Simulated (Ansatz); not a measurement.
A nudged elastic band was laid between two geometries of CH8AlBGeO (13 atoms, charge 0, multiplicity 1).

These are results of Ansatz, RKS BHLYP/def2-SVP, not measurements.

```json
{"movable images": "7", "climbing image": "yes", "spring": "5.0 eV/Å²", "optimiser": "quadratic models (default)", "start path": "IDPP", "force threshold": "0.05 eV/Å", "iteration limit": "44", "end points": "relaxed"}
```

Image 0:

```xyz
13
Properties=species:S:1:pos:R:3
B -2.515 0.942 0.694
O -1.752 0.031 0.096
Al -0.796 -1.142 -0.675
C 1.128 -1.062 -0.468
Ge 1.897 0.625 0.155
H -2.815 1.952 0.107
H -2.902 0.755 1.821
H -1.566 -2.225 -1.506
H 1.599 -1.332 -1.421
H 1.430 -1.846 0.240
H 1.379 0.955 1.560
H 3.429 0.544 0.206
H 1.504 1.768 -0.791
```

Image 8:

```xyz
13
Properties=species:S:1:pos:R:3
B -2.674 -0.224 1.752
O -1.870 -0.356 0.702
Al -0.849 -0.565 -0.640
C 1.064 -0.655 -0.362
Ge 2.098 0.952 -0.797
H -2.984 0.876 2.138
H -3.090 -1.205 2.319
H -1.552 -0.673 -2.036
H 1.472 -1.460 -0.986
H 1.280 -0.908 0.681
H 1.617 2.142 0.045
H 3.591 0.730 -0.524
H 1.919 1.310 -2.279
```

(1) What changes between the two ends?

(2) What energy profile does the band end with?

## Answers

(1) No bond is made or broken. The dihedral O2–Al3–C4–Ge5 goes from -18 to -103°.

(2) It converged. The highest image is number 0 of 0 to 8, 0.000 eV above the first end and 0.017 eV above the last; the last end lies 0.017 eV below the first. The highest image is an end point: on this band no image between the ends rises above it.

```csv
image,path coordinate (Å),energy (eV),dihedral O2–Al3–C4–Ge5 (°)
0,0.00,0.000,-18
1,0.53,-0.002,-28
2,1.08,-0.004,-40
3,1.63,-0.007,-51
4,2.18,-0.010,-62
5,2.72,-0.013,-72
6,3.27,-0.016,-83
7,3.82,-0.017,-93
8,4.37,-0.017,-103
```

Run time: 3.5 min on 2 threads of Arm Neoverse V1, with other jobs on the host, peak memory 0.35 GiB.
